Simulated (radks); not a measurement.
Problem. Spherical quantum dot in the effective-mass picture: electrons in a hard-walled sphere of radius 3.06, all in effective atomic units (hartree* = m*/eps^2 hartree, bohr* = eps/m* bohr), one dielectric constant everywhere. Calculated with a radial shooting solver with Libxc functionals: non-relativistic Kohn-Sham, LDA (Slater exchange, Perdew-Wang correlation), spin-polarised, spherical densities. Levels are named by radial order and angular momentum (1s, 1p, 1d, 2s, ...), and open shells are averaged over m. At N = 32 the configuration is 1s2 1p6 1d10 1f14. Does electron 33 go into 2s up or 1g up?

Solution. Into 2s up. The total energies of the other choices lie higher by 0.289 hartree* (1g up).
